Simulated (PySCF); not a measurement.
Energy of Ni²⁺ (nickel, charge +2) between two integer charges

The 3d beta orbital of [Ar] 3d8 is emptied in steps (occupation f), with all orbitals relaxed, ending at [Ar] 3d7. Computed with PySCF 2.14 in jorge-DZP-DKH (8s6p2d1f, 43 functions), with scalar relativity by spin-free X2C-1e. The exact energy is a straight line in f; departures are measured from the line between the end points of the same method.

| f | BLYP (eV) |
| --- | --- |
| 1 | 0.000 |
| 0.8 | -1.432 |
| 0.6 | -2.158 |
| 0.4 | -2.168 |
| 0.2 | -1.452 |
| 0 | 0.000 |

```tsv
method	E(f=0) − E(f=1) (eV)	−ε at f=1 (eV)	−ε at f=0.4 (eV)
BLYP	36.122	27.212	37.879
```

Orbital energy along the path (eV):

| f | BLYP |
| --- | --- |
| 1 | -27.212 |
| 0.8 | -30.717 |
| 0.6 | -34.273 |
| 0.4 | -37.879 |
| 0.2 | -41.534 |
| 0 | -45.237 |

Reference removal energy between the ground levels: 35.187 ± 0.019 eV (measured; NIST Atomic Spectra Database, ionization energies). The calculation has no spin-orbit coupling. The determinant left behind need not be the lowest term of the ion.
